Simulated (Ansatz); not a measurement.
System: sum formula BHBr (charge 0, doublet). It need not be the lowest isomer of its formula. 
Geometry from a B3LYP-D3(BJ)/def2-TZVP (Ansatz, a quantum-chemistry and plane-wave program) optimisation:
```xyz
3

B     -1.5767     0.0856    -0.1614
Br     0.2914     0.0081     0.0139
H     -2.3159    -0.7100     0.3208
```
Charge 0, spin multiplicity 2.

Basis-set convergence of Hartree-Fock and MP2 correlation energies (hartree) with Ansatz. Correlated levels leave the core frozen unless marked. UHF or UKS for open shells. No spin-orbit coupling. Frozen are the shells of the preceding noble gas and the d and f shells that filled before the atom's block. Non-relativistic.

```tsv
basis	functions	E(HF)	E(corr, MP2)
cc-pVDZ	46	-2597.61311	-0.17629
cc-pVTZ	87	-2597.69545	-0.23504
cc-pVQZ	153	-2597.69989	-0.25788
cc-pV5Z	250	-2597.70048	-0.26791
```

Extrapolating the two largest sets (X = 4 and 5) as X^-3: E(corr) = (125·(-0.26791) - 64·(-0.25788))/61 = -0.2784 Eh, an estimate of the basis-set limit. The largest set recovers 96.2 % of it, the smallest 63.3 %.
